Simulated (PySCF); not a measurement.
Input of a run (PBE0-D3(BJ)/def2-SVP geometry optimisation, gas phase (PySCF 2.14.0)), started from GFN2-xTB:
```
{"job": {"xc": "PBE0", "basis": "def2-SVP", "d3": "d3bj", "grid": 1, "shake": 0.01, "kind": "geom"}, "charge": 0, "multiplicity": 1}
C     -0.312080     0.447530     2.189960
N     -0.885220    -0.289390     2.859010
Al    -1.566320    -1.643470     1.487320
C     -0.730870    -0.732530    -0.182870
C      0.500930     0.107250     0.029840
C      0.295510     1.195690     1.134270
H     -3.054270    -1.430090     1.760420
H     -0.808910    -2.912570     2.002010
H     -1.531860    -0.078400    -0.619720
H     -0.522450    -1.456800    -0.965730
H      0.801770     0.626170    -0.866730
H      1.329410    -0.537870     0.356950
H      1.216140     1.647390     1.441390
H     -0.389180     1.979970     0.791640
```

Output (energies in Eh, forces in Eh/bohr):
```
step   0  E = -453.79846032  max force = 0.026838
step   1  E = -453.80623200  max force = 0.007247
step   2  E = -453.80674699  max force = 0.001400
step   3  E = -453.80686352  max force = 0.001491
step   4  E = -453.80694338  max force = 0.001193
step   5  E = -453.80699717  max force = 0.000856
step   6  E = -453.80702692  max force = 0.000729
step   7  E = -453.80705105  max force = 0.000802
step   8  E = -453.80706270  max force = 0.000627
step   9  E = -453.80706816  max force = 0.000383
optimisation converged
```

Q: Summarise the run.

A: The energy falls by 5.4 kcal/mol over 10 energy and gradient evaluations, the largest force component goes from 0.0268 to 3.8e-04 Eh/bohr, and the atoms move by 0.139 Å rms after alignment. The bond that changes most is N2–Al3 (ends: nitrogen bonded to Al and C; aluminium bonded to C, N and 2 H), which lengthens by 0.186 Å. Bonds longer at the end by more than 0.005 Å: 10 of 14; shorter: 3. Among the angles that change most is N2–Al3–H7, from 96.4° to 101.3°. Among the dihedrals that turn most is H7–Al3–C4–C5, from 127° to 143°. The energy never rose by more than 1e-6 Eh on the way. The first step brought 90 % of the lowering.

Q: What are the final bond lengths?

A: C1≡N2 1.161 Å, N2–Al3 2.230 Å, Al3–C4 2.019 Å, C4–C5 1.528 Å, C5–C6 1.550 Å, C1–C6 1.448 Å, Al3–H7 1.595 Å, Al3–H8 1.598 Å, C4–H9 1.106 Å, C4–H10 1.105 Å, C5–H11 1.104 Å, C5–H12 1.103 Å, C6–H13 1.100 Å, C6–H14 1.102 Å. Numbering counts from 1 in the input's order; the species is `C1#[N+][AlH2-][CH2]CC1`.

The run used 128 basis functions and 65 SCF cycles in all. On Arm Neoverse V1, one thread, shared host, this took 64 s and 0.52 GiB of memory at its peak.

PBE0-D3(BJ)/def2-SVP frequencies: not computed here. One conformer, not necessarily the lowest.
